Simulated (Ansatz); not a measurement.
Ga₂PF₃⁻. Charge -1, multiplicity 2. Geometry PBE-D4/def2-SVP, that of the neutral singlet; atoms count from 1.

Cartesian coordinates in Å:
```
Ga -1.279 -0.478 -0.222
Ga 1.327 0.078 0.385
P 0.217 -1.827 0.744
F -2.848 -0.043 -0.871
F 2.716 1.146 0.424
F -0.133 1.125 -0.460
```

The highest occupied level of the charge -1 doublet lies above zero (up to 0.55 eV). By energy differences its removal costs 0.91 eV (vertical, to the charge 0 singlet, at PBE0-D4/def2-TZVPD); a positive level beside a positive removal energy at the same level points to self-interaction error. The structure comes from a short search, and lower isomers may exist.

Estimate the Mulliken populations from the PBE0/def2-TZVPD orbitals of Ansatz.


```csv
atom,charge (e),spin (α − β)
Ga1,0.19,0.47
Ga2,0.19,0.47
P3,-0.24,0.11
F4,-0.40,-0.03
F5,-0.40,-0.03
F6,-0.34,0.00
```
Mulliken values and Mayer orders depend strongly on the basis. With diffuse functions, as here, like atoms can get unlike values, and bond orders can come out too low or too high.

Where does the spin sit?

Summed by element: Ga 0.94, P 0.11, F -0.05, of 1 unpaired in all. Largest on single atoms: Ga2 0.47, Ga1 0.47, P3 0.11.

And the Mayer bond orders between bonded heavy atoms (over 0.3)?

Ga1–Ga2 0.64 (2.73 Å); Ga1–P3 1.35 (2.23 Å); Ga1–F4 0.76 (1.75 Å); Ga1–F6 0.41 (1.98 Å); Ga2–P3 1.35 (2.23 Å); Ga2–F5 0.76 (1.75 Å); Ga2–F6 0.41 (1.99 Å).
